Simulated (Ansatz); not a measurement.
`O[Si]1(S)CCO1` at its PBE0-D4/def2-TZVP geometry, where that method's forces vanish. The species carries charge 0 and has multiplicity 1.

```xyz
12

O    -0.8199   -2.0384   -0.4133
Si   -0.1421   -0.7317    0.2900
S     0.6955   -1.4225    2.1204
C     0.7474    0.3762   -0.9104
C    -0.3428    1.3808   -0.4870
O    -1.0810    0.6169    0.5056
H    -1.2525   -2.6824    0.1502
H     0.6885   -0.1983    2.6734
H     1.7605    0.6773   -0.6506
H     0.7088    0.0771   -1.9568
H     0.0530    2.2855   -0.0206
H    -1.0154    1.6596   -1.3009
```

What forces (eV/Å) does B3LYP-D4/def2-TZVPP give on these atoms in Ansatz? (Estimate.)

Computed: 
```
O1  -0.064 -0.111 -0.045
Si2  0.033 -0.075  0.021
S3   0.065 -0.008  0.143
C4   0.194 -0.079 -0.126
C5   0.006  0.467 -0.227
O6  -0.190 -0.089  0.192
H7  -0.029 -0.048 -0.026
H8   0.016 -0.025  0.025
H9  -0.057 -0.013 -0.032
H10  0.016  0.030  0.058
H11 -0.033 -0.049 -0.038
H12  0.043  0.001  0.054
```

B3LYP here is the variant with VWN-RPA as its local correlation; programs differ in this.
